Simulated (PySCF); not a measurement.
Harmonic spectrum computed at B3LYP in the def2-SVP basis family (core potentials from Rb on, PySCF, no spin–orbit coupling):

```csv
ω (cm⁻¹),"IR (km/mol, summed over degenerate members)",degeneracy
66,3.5,2
204,0.0,1
274,27.0,1
```

Question: Which molecule gave it? In each, all ligands are bound to the one heavy central atom.
A. IBr₂ (doublet)
B. TcBr₂ (sextet)
C. HgBr₂ (singlet)
D. OsBr₂ (quintet)
E. ReBr₂ (sextet)

Answer: C. It has D∞h symmetry with Hg–Br 2.443 Å (×2).
